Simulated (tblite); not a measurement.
Species: C5H9F3P2.
Atom-mapped SMILES: `[CH3:1][P:2]([CH3:3])[CH2:4]/[P:5]=[CH:6]\[C:7]([F:8])([F:9])[F:10]` (hydrogens: H11, H12, H13 on C1; H14, H15, H16 on C3; H17, H18 on C4; H19 on C6)

A start from a force field or distance geometry was refined with tblite 0.8.0, GFN2-xTB geometry optimisation, gas phase. Values at the start:

```csv
coordinate,start
C1–P2,1.829 Å
C1–H11,1.125 Å
P2–C4,1.844 Å
C4–P5,1.830 Å
C4–H17,1.139 Å
P5=C6,1.638 Å
C6–C7,1.483 Å
C6–H19,1.097 Å
C7–F8,1.410 Å
C7–F9,1.348 Å
C1–P2–C3,116.5°
C1–P2–C4,110.9°
C3–P2–C4,114.5°
C4–P5–C6,124.5°
P5–C6–C7,126.1°
C6–C7–F8,107.0°
C6–C7–F9,116.5°
C6–C7–F10,107.0°
C1–P2–C4–P5,86°
P2–C4–P5–C6,121°
C4–P5–C6–C7,1°
P5–C6–C7–F8,133°
```

Question: How do these coordinates change at the GFN2-xTB level?

Answer: 
| coordinate | GFN2-xTB (Å or °) | change |
| --- | --- | --- |
| C7–F8 | 1.341 | -0.069 |
| C4–H17 | 1.094 | -0.045 |
| P2–C4 | 1.885 | +0.041 |
| P5=C6 | 1.674 | +0.036 |
| C1–H11 | 1.089 | -0.036 |
| C1–P2 | 1.851 | +0.022 |
| C6–H19 | 1.079 | -0.018 |
| C4–P5 | 1.844 | +0.014 |
| C7–F9 | 1.358 | +0.010 |
| C6–C7 | 1.480 | -0.003 |
| C4–P5–C6 | 104.1 | -20.4 |
| C3–P2–C4 | 96.5 | -18.0 |
| C1–P2–C3 | 98.6 | -17.9 |
| C1–P2–C4 | 97.1 | -13.8 |
| C6–C7–F10 | 114.5 | +7.5 |
| C6–C7–F8 | 111.9 | +4.9 |
| C6–C7–F9 | 112.9 | -3.6 |
| P5–C6–C7 | 128.0 | +1.9 |
| P5–C6–C7–F8 | -177 | +50 |
| P2–C4–P5–C6 | 85 | -36 |
| C1–P2–C4–P5 | 78 | -8 |
| C4–P5–C6–C7 | 5 | +4 |

The energy falls by 2.013 eV over 159 L-BFGS steps, the largest force on an atom goes from 4.43 to 0.008 eV/Å, and the atoms move by 0.777 Å rms after alignment. The bond that changes most is C7–F8 (CF3 carbon to fluorine of a CF3 group), which shortens by 0.069 Å. Bonds longer at the end by more than 0.005 Å: 7 of 18; shorter: 10. Among the dihedrals that turn most is H19–C6–C7–F10, from 70° to 127°. Rotational constants go from 1946, 425.8, 386.1 to 1622, 605.3, 515.8 MHz.

On an Arm Neoverse V1 with one thread, no GPU (shared host), this took 1.5 s of wall time.

Its GFN2-xTB frequencies are all real (lowest 24 cm⁻¹). One conformer, not necessarily the lowest.

All values are computed, not measured.
